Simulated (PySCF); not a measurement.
Mapped SMILES: `[CH3:1][CH2:2]/[CH:3]=[CH:4]\[CH2:5][O:6][SiH2:7][NH2:8]` (H(Xn): hydrogen on atom n).

[PySCF: geometry: GFN2-xTB; shieldings: GIAO PBE0/pcSseg-1; non-relativistic; gas phase; single conformer; averaged over atoms made equivalent by symmetry, fast rotation or ring inversion]

Predict the 2D correlation tables (HSQC, COSY, HMBC).

Results:



HSQC (one-bond C–H):
```
          δH          δC
6.17 (H(C3))  140.0 (C3)
5.93 (H(C4))  140.1 (C4)
4.86 (H(C5))   61.4 (C5)
2.12 (H(C2))   26.0 (C2)
0.93 (H(C1))   17.2 (C1)
```

COSY cross peaks (H two or three bonds apart, from the bond graph; peaks can be absent where the dihedral angle is near 90°):
```
          δH            δH
6.17 (H(C3))  5.93 (H(C4))
6.17 (H(C3))  2.12 (H(C2))
5.93 (H(C4))  4.86 (H(C5))
2.12 (H(C2))  0.93 (H(C1))
```

HMBC (two and three bonds, from the bond graph):
```
           δH                                           δC
 6.17 (H(C3))  140.1 (C4), 61.4 (C5), 26.0 (C2), 17.2 (C1)
 5.93 (H(C4))             140.0 (C3), 61.4 (C5), 26.0 (C2)
4.99 (H(Si7))                                    61.4 (C5)
 4.86 (H(C5))                       140.1 (C4), 140.0 (C3)
 2.12 (H(C2))            140.1 (C4), 140.0 (C3), 17.2 (C1)
 0.93 (H(C1))                        140.0 (C3), 26.0 (C2)
```

Referencing at the same level of theory: $^{1}$H and $^{13}$C against TMS.

Short H···H contacts in this conformer between protons four or more bonds apart (candidates for NOE cross peaks, intensity ∝ r⁻⁶): H(C2)···H(C5) 2.14 Å.

OH and NH positions are those of a molecule without intermolecular hydrogen bonds; in solution they move with solvent, concentration and temperature, and exchange usually removes their couplings. Shifts are as computed. Against solution values, carbons near 30 ppm lie about +3 ppm off and those near 130 ppm about +5 ppm. Of 1211 compounds with measured shifts, 218 miss one by over three times the rms of a fit or turn the order of signals round; such compounds aren't used in these exercises.
